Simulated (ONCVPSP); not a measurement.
# Varying the ONCV potential for boron

Base potential:

- Element: B (Z = 5)
- Generator: ONCVPSP 4.0.1
- Type: optimised norm-conserving Vanderbilt (ONCV)
- Functional: LDA (Perdew-Wang 92)
- Relativity: scalar-relativistic
- Frozen core: [He]
- Valence charge: 3
- Reference configuration: 2s2 2p1
- Partial waves: 2s: rc 1.50 bohr, ncon 3, nbas 7, qcut 5.1 1/bohr, 3 projectors, debl 1.8 Ha; 2p: rc 2.60 bohr, ncon 4, nbas 9, qcut 5.5 1/bohr, 3 projectors, debl 0.7 Ha
- Local potential: polynomial inside 1.20 bohr (lpopt 3, dvloc0 1 Ha)
- Core correction: polynomial model core, fcfact 0.65

All-electron outer shells of the reference configuration (LDA (PZ), scalar-relativistic, ld1.x):

```tsv
shell	level (eV)	outermost node (bohr)	outermost maximum (bohr)
1s	-178.66	–	0.21
2s	-9.39	0.46	1.52
2p	-3.72	–	1.55
```

Cutoffs, loose and tight: the cutoffs (Ha) at which the residual kinetic energy of the hardest occupied pseudo-wave falls to 1 and 0.1 mHa per electron. They do not see the model core or the augmentation charge, which bear on the density cutoff. Test errors are all-electron minus pseudo excitation energies from the reference, over the configurations 2s2 2p0; 2s1 2p0; 2s2 2p0.5; 2s0 2p3. A dash means not determined; rows that change the core or the reference have their own tests.

| change | outcome | cutoff, loose | cutoff, tight | bound ghosts | GHOST(+) flags above zero | largest test error (meV) |
| --- | --- | --- | --- | --- | --- | --- |
| base | generated | 9.7 Ha | 14 Ha | none | none | +137 |
| s: debl 1.95 | generated | 9.7 Ha | 14 Ha | none | none | +137 |
| s: qcut 5.7; p: qcut 6.1 | generated | 11 Ha | 14 Ha | none | none | +117 |
| p: rc 2.28 | generated | 9.7 Ha | 14 Ha | none | none | +100 |
| local potential polynomial inside 1.15 bohr (lpopt 1, dvloc0 0 Ha) | generated | 9.7 Ha | 14 Ha | none | none | +137 |
| s: nproj 2 | generated | 9.7 Ha | 14 Ha | none | none | +137 |
| p: nbas 8 | generated | 9.7 Ha | 14 Ha | none | none | +135 |
| core correction polynomial model core, fcfact 0.38 | generated | 9.7 Ha | 14 Ha | none | none | +138 |

What comes out with this change to the base: p: rc 2.44?

outcome: generated; cutoff, loose: 9.7 Ha; cutoff, tight: 14 Ha; bound ghosts: none; GHOST(+) flags above zero: none; largest test error (meV): +117.
